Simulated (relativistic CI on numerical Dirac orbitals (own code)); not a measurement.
These numbers are calculated, not measured: Dirac-Coulomb-Breit CI, separate exchange-only KLI orbitals for each configuration, QED by a radiative potential, valence Slater integrals scaled by 0.85, configuration energies shifted to the measured levels that pair with them (semi-empirical) (own radial code, finite nucleus).

Configurations in the expansion (outside the closed core [Ar] 3d10): 4s²4p, 4s²5s, 4s²5p, 4s²4d, 4s²6s, 4s4p², 4s²6p, 4s²5d, 4s²4f, 4s²6d, 4s²5f, 4s²5g, 4s²6f, 4p³, 4s4p4d. Levels of other configurations are missing.

Configurations whose levels could be paired with our table of measured levels were shifted onto them, all but the ground configuration, by the median error of their levels; single terms can still be off by 1,000 to 2,000 cm⁻¹ or more, and rates follow the energies as ν³ (E1, M1) or ν⁵ (E2). The others borrow a shift and can be off by several thousand cm⁻¹ or more. The fine structure of a lone outer electron comes out too small, for d and f at times inverted, and misplaced configurations move strength between like terms. 7 of the 7 excited levels that our extract of the measured tables holds in this range could be paired (the sources list more); they are missed by 20 cm⁻¹ on average and 134 at most, after the shifts were fitted to these levels, and levels without a partner can miss by more.

Outline of the computed level scheme of Ga I. Lowest level of each configuration: 4s²4p ²P°1/2 at 0.0000 eV; 4s²5s ²S1/2 at 3.0734 eV; 4s4p² ⁴P1/2 at 3.7194 eV; 4s²5p ²P°1/2 at 4.0972 eV; 4s²4d ²D3/2 at 4.3125 eV; 4s²6s ²S1/2 at 4.6599 eV; 4s²6p ²P°1/2 at 5.0494 eV; 4s²5d ²D3/2 at 5.0735 eV; 4s²4f ²F°7/2 at 5.3431 eV.

Some strong electric-dipole decays among the lowest 17 levels: 4s²5s ²S1/2 → 4s²4p ²P°3/2 (1.1e+08 s⁻¹); 4s²4d ²D5/2 → 4s²4p ²P°3/2 (1.1e+08 s⁻¹); 4s²4d ²D3/2 → 4s²4p ²P°1/2 (8.7e+07 s⁻¹); 4s²5s ²S1/2 → 4s²4p ²P°1/2 (5.8e+07 s⁻¹); 4s²6s ²S1/2 → 4s²4p ²P°3/2 (3.8e+07 s⁻¹); 4s²5p ²P°3/2 → 4s²5s ²S1/2 (2.3e+07 s⁻¹); 4s²5p ²P°1/2 → 4s²5s ²S1/2 (2.3e+07 s⁻¹); 4s²6s ²S1/2 → 4s²4p ²P°1/2 (2.0e+07 s⁻¹).

Rates of lines that live on the mixing of spin multiplicities can be off by large factors.
